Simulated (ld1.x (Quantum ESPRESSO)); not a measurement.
## manganese, PAW: configuration errors across variants

ld1.x (Quantum ESPRESSO) 7.5 input, shortened:

```
&input
   title='Mn', zed=25., rel=1, dft='PBE', iswitch=3,
   config='[Ar] 3d5 4s1.75 4p0.25 4f-2'
 /
 &inputp
   pseudotype=3, lpaw=.true., tm=.true., lloc=-1, rcloc=1.10,
   nlcc=.true., new_core_ps=.true.,
   which_augfun='PSQ', rmatch_augfun_nc=.true.
 /
8
3S  1  0   2.00   0.00  1.50  1.65  0.0
4S  2  0   1.75   0.00  1.50  1.65  0.0
3P  2  1   6.00   0.00  1.30  1.55  0.0
4P  3  1   0.25   0.00  1.30  1.55  0.0
3D  3  2   5.00   0.00  1.35  1.45  0.0
3D  3  2   0.00   2.20  1.35  1.45  0.0
4F  4  3  -2.00   0.50  1.55  1.80  0.0
4F  4  3  -2.00   0.95  1.55  1.80  0.0
 &test
   configts(1)='3s2 3p6 3d5 4s1.75 4p0.25'
 /
```

All-electron excitation energies from the reference (eV): (1) 3s2 3p6 3d5 4s2 4p0 -0.941; (2) 3s2 3p6 3d5 4s1 4p0 7.475; (3) 3s2 3p6 3d5 4s0 4p0 23.074; (4) 3s2 3p6 3d5 4s1.5 4p0 2.420.

The default core radius of the base comes out at 0.42 bohr.

On the changes marked as counting shells twice: ld1.x takes every shell without a wave as core, so the model core holds the marked electrons as well and exchange and correlation see them twice. This cancels in the reference configuration, but the file is broken for other ones, and its errors say nothing about a proper core correction.

The overlap operator is not positive definite (basis up to 400 Ry) in “base”, “waves 3p (bound): rcut 1.30, rcutus 1.52 bohr; 4p (bound): rcut 1.30, rcutus 1.52 bohr”, “core correction Bessel-smoothed model core inside 1.32 bohr”, “waves 3d (bound): rcut 0.90, rcutus 0.96 bohr; 3d channel at 2.2 Ry: rcut 0.90, rcutus 0.96 bohr”, “wave 4f channel at 0.95 Ry: rcut 1.55, rcutus 1.80 bohr becomes 4f channel at 0.53 Ry: rcut 1.55, rcutus 1.80 bohr”, “all radii but the core radius scaled by about 1.18 (s 1.94, p 1.82, d 1.70, f 2.12 bohr, rcut 1.76/1.52/1.58/1.82); local potential all-electron potential smoothed inside 1.30 bohr (lloc = -1)”, “waves 4f channel at 0.5 Ry: rcut 1.55, rcutus 1.90 bohr; 4f channel at 0.95 Ry: rcut 1.55, rcutus 1.90 bohr”. Such files are unfit for use, however small their errors in these radial tests.

2 further variants failed, have other tests or too few solved ones, and are left out.

The file “type RRKJ; waves now 3s (bound): rc 1.65 bohr; 3d (bound): rc 1.45 bohr; 4f channel at 0.5 Ry: rc 1.80 bohr; 3p (bound): rc 1.55 bohr; local potential the p channel; rho0 0.02 (4p, 4s counted twice)” misses its own reference levels by 0.4 eV.

Errors AE − PS in meV (a dash: test not solved or not reliable):

```csv
change,(1),(2),(3),(4),bound ghosts
base,+0.3,+1.1,+5.9,0.0,not determined (overlap not positive)
"waves 3p (bound): rcut 1.30, rcutus 1.52 bohr; 4p (bound): rcut 1.30, rcutus 1.52 bohr",+0.3,+1.1,+5.9,0.0,not determined (overlap not positive)
core correction Bessel-smoothed model core inside 1.32 bohr,+0.3,+1.1,+5.9,0.0,not determined (overlap not positive)
"waves 3d (bound): rcut 0.90, rcutus 0.96 bohr; 3d channel at 2.2 Ry: rcut 0.90, rcutus 0.96 bohr",+0.3,+1.5,+7.7,0.0,not determined (overlap not positive)
"wave 4f channel at 0.95 Ry: rcut 1.55, rcutus 1.80 bohr becomes 4f channel at 0.53 Ry: rcut 1.55, rcutus 1.80 bohr",+0.3,+1.1,+5.9,0.0,not determined (overlap not positive)
"all radii but the core radius scaled by about 1.18 (s 1.94, p 1.82, d 1.70, f 2.12 bohr, rcut 1.76/1.52/1.58/1.82); local potential all-electron potential smoothed inside 1.30 bohr (lloc = -1)",-0.3,-1.8,-12,-0.2,not determined (overlap not positive)
"waves 4f channel at 0.5 Ry: rcut 1.55, rcutus 1.90 bohr; 4f channel at 0.95 Ry: rcut 1.55, rcutus 1.90 bohr",+0.3,+1.1,+5.9,0.0,not determined (overlap not positive)
"type RRKJ; waves now 3s (bound): rc 1.65 bohr; 3d (bound): rc 1.45 bohr; 4f channel at 0.5 Ry: rc 1.80 bohr; 3p (bound): rc 1.55 bohr; local potential the p channel; rho0 0.02 (4p, 4s counted twice)",-101,+258,+566,+82,none
```

Task: Give the same row for: local potential all-electron potential smoothed inside 1.94 bohr (lloc = -1).

Result: +0.1, -0.7, -2.5, -0.2; bound ghosts: none.
